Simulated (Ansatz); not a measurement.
Reaction (cleavage of the Si–Si bond): `O[SiH2][SiH]([SiH3])Cl` + `[CH3][Al]([OH])[SiH3]` → `[CH3][Al]([SiH3])[O][SiH3]` + `O[SiH2][SiH2]Cl`

Calculated with Ansatz (gas phase, PBE0-D4/def2-TZVP geometries, no zero-point term in ΔE). CCSD(T)/CBS adds triple-zeta CCSD(T) − MP2 to the extrapolated MP2 energy (def2 sets, frozen cores). Functionals use def2-TZVPP. One conformer a species, not always the lowest.

```tsv
level	ΔE (kcal/mol)
r2SCAN-D4	-22.6
ωB97X-V	-24.1
MP2/def2-QZVPP	-26.0
SCS-MP2/def2-QZVPP	-27.5
```

What does CCSD(T)/CBS give? (Best estimate.)

The calculation gave: -24.3 kcal/mol. The listed levels differ from it by 1.7, 0.2, -1.7, -3.2 kcal/mol.

Largest T1 diagnostic among the species: 0.013.

From PBE to PBE0 (25 % exact exchange), in def2-TZVPP and without D4, ΔE moves by −2.5 kcal/mol. The D4 term adds +0.8 kcal/mol with B3LYP and +0.4 kcal/mol with PBE0; it sums over pairs of atoms, weighted by their polarisabilities, and B3LYP, whose exchange is more repulsive, gets the larger term.

B3LYP here is the variant with VWN-RPA as its local correlation; programs differ in this.
